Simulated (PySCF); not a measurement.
Gas-phase reaction: SnH2F2 + NH3 = SnH3F + NH + HF

Energies from PySCF (xtb for GFN2), thermal terms from the rigid-rotor harmonic-oscillator model, ideal gas at 1 bar. † marks an energy on the PBE0/def2-TZVP geometry and frequencies; other levels use their own. CCSD(T) freezes the core. Open shells (unrestricted): NH (multiplicity 3); the rest are closed-shell singlets. GFN2 has no spin-polarisation term. Sn: scalar-relativistic def2 core potential, no spin-orbit coupling. SnH2F2, SnH3F: computed as isolated molecules; such fragments, hydroxides, amides, oligomers or adducts are transient or little studied in the gas. CCSD(T) isn't extrapolated to the basis-set limit.

GFN2-xTB gives ΔH°(298 K) = 643 kJ.

Q: What do CCSD(T)/def2-TZVPP†, CCSD(T)/def2-SVP†, PBE/def2-TZVP† give?

A: CCSD(T)/def2-TZVPP†: 428 kJ; CCSD(T)/def2-SVP†: 409 kJ; PBE/def2-TZVP†: 467 kJ. For scale, ΔH°(298 K) is 643 kJ at this level, 454 kJ at ωB97M-V/def2-TZVP†, and runs from 279 to 643 kJ over the 18 levels computed († marks an energy on the PBE0/def2-TZVP geometry).
